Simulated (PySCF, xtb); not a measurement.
3-ethynylthiophene (C₆H₄S), SMILES C#Cc1ccsc1.

GFN2-xTB (xtb) at its own geometry gives an orbital gap of 3.60 eV and a dipole moment of 0.62 D.

The structure is a stationary point at B3LYP-D3(BJ)/def2-SVP.

Task: What does PBE/def2-TZVP (PySCF) give? (Estimate from the structure and the level; the computed values follow.)

Result: gap 3.90 eV (levels -5.73 and -1.83 eV), dipole 0.54 D.
